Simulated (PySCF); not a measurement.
CHOS, SMILES S=C=[OH+], charge +1. The structure is a stationary point at B3LYP-D3(BJ)/def2-TZVP. The isomer is the one that the SMILES or the coordinates give; other isomers of the formula were not compared.

TDA-PBE/def2-SVPD (PySCF 2.14.0) puts the lowest singlet excitations at 5.10, 5.89, 6.32, 8.09, 8.58, 9.20 eV.

**Question.** What are the lowest excitation roots from ADC(2)/aug-cc-pVDZ (PySCF 2.14.0)? (Estimate from the structure and the level; the computed values follow.)

**Answer.** 5.42, 6.17, 6.69, 8.71, 8.83, 9.43 eV. S1 differs by 0.32 eV (second minus first; roots are paired by order, and the bases may differ).
